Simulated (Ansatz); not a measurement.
CH4N (SMILES [CH2]N) moved off its minimum; all values from Ansatz (a first-principles code), cores frozen in correlated methods. Open shells are unrestricted.
(charge 0, multiplicity 2)
```xyz
6

C     -0.78847     0.04973    -0.05449
N      0.54155    -0.09746     0.17145
H     -1.32989    -0.86363     0.02771
H     -1.20073     0.98237     0.04239
H      1.26289     0.72499    -0.10987
H      1.09985    -0.88135    -0.13130
```

Forces at r2SCAN/def2-TZVPP (eV/Å):

| atom | Fx | Fy | Fz |
|---|---|---|---|
| C1 | 0.510 | -1.988 | -0.760 |
| N2 | 4.863 | 2.956 | -0.407 |
| H3 | -0.667 | -0.253 | 0.004 |
| H4 | -1.005 | 1.948 | 0.276 |
| H5 | -2.788 | -1.920 | 0.941 |
| H6 | -0.913 | -0.743 | -0.054 |

Give the forces (eV/Å), the total energy and the dipole at CCSD(T)/cc-pVTZ.


| atom | Fx | Fy | Fz |
|---|---|---|---|
| C1 | 0.206 | -1.976 | -0.908 |
| N2 | 5.246 | 2.953 | -0.282 |
| H3 | -0.656 | -0.224 | 0.028 |
| H4 | -0.990 | 1.932 | 0.300 |
| H5 | -2.856 | -1.961 | 0.938 |
| H6 | -0.951 | -0.725 | -0.076 |
Energy -95.0193 hartree, dipole 1.32 D.
